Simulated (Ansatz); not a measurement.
`[CH3][GeH]1[SiH2][B]1F`, relaxed with RKS PBE0-D4/def2-TZVP in the Gaussian-basis code of Ansatz from a PBE-D4/def2-SVP geometry. The force threshold is 0.005 eV/Å; the program also tests the step.

The species carries charge 0 and has multiplicity 1.

Start:

```xyz
11

C    -1.608   -0.529   -0.812
Ge   -0.271   -0.595    0.634
Si    1.363    1.305    0.126
B     1.772   -0.560    0.536
F     2.641   -1.190    1.329
H    -1.126   -0.230   -1.761
H    -2.056   -1.536   -0.932
H    -2.409    0.192   -0.560
H    -0.948   -0.963    1.992
H     1.868    2.609    0.694
H     0.774    1.498   -1.246
```

**Question.** By how much does the energy fall, and how many steps does the optimiser take? (Estimate.)

**Answer.** Computed: 3.86 kJ/mol, in 8 steps.

**Question.** Which bonds change most? (Best estimate.)

**Answer.** Ansatz gave: Ge2–Si3 from 2.557 to 2.493 Å; Si3–H10 from 1.510 to 1.490 Å; Si3–H11 from 1.506 to 1.487 Å; C1–H7 from 1.109 to 1.091 Å.

**Question.** Give the relaxed structure. (Estimate.)

**Answer.** Ansatz gave: 
```xyz
11

C    -1.609   -0.530   -0.808
Ge   -0.281   -0.531    0.625
Si    1.337    1.308    0.157
B     1.765   -0.552    0.537
F     2.625   -1.227    1.273
H    -1.144   -0.224   -1.744
H    -2.015   -1.536   -0.922
H    -2.421    0.156   -0.565
H    -0.921   -0.920    1.975
H     1.826    2.604    0.707
H     0.838    1.451   -1.236
```
